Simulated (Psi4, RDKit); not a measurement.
Relaxed torsion scan: SMILES O=Cc1ccc(C(=O)O)s1. Scanned: dihedral S10–C6–C7–O8; all other coordinates were relaxed at GFN2-xTB. Points at φ and −φ are mirror images. Heavy atoms are numbered in the order of the SMILES O=Cc1ccc(C(=O)O)s1, hydrogens after them in the order of the atoms that carry them; the mirror image has the same energies with the sign of each dihedral reversed.

UFF // GFN2-xTB (RDKit); PBE/def2-SVP // GFN2-xTB (Psi4); MMFF94 // GFN2-xTB (RDKit).

Energies in kcal/mol, each method relative to its own lowest point.

| φ / ° | UFF | PBE/def2-SVP | MMFF94 |
|---|---|---|---|
| -150 | 1.6 | 1.7 | 2.7 |
| -120 | 5.9 | 5.9 | 6.3 |
| -90 | 9.6 | 8.9 | 8.8 |
| -60 | 7.0 | 6.5 | 5.9 |
| -30 | 2.5 | 2.2 | 1.6 |
| 0 | 0.7 | 0.2 | 0.0 |
| 30 | 2.5 | 2.2 | 1.6 |
| 60 | 7.0 | 6.5 | 5.9 |
| 90 | 9.6 | 8.9 | 8.8 |
| 120 | 5.9 | 5.9 | 6.3 |
| 150 | 1.6 | 1.7 | 2.7 |
| 180 | 0.0 | 0.0 | 1.3 |
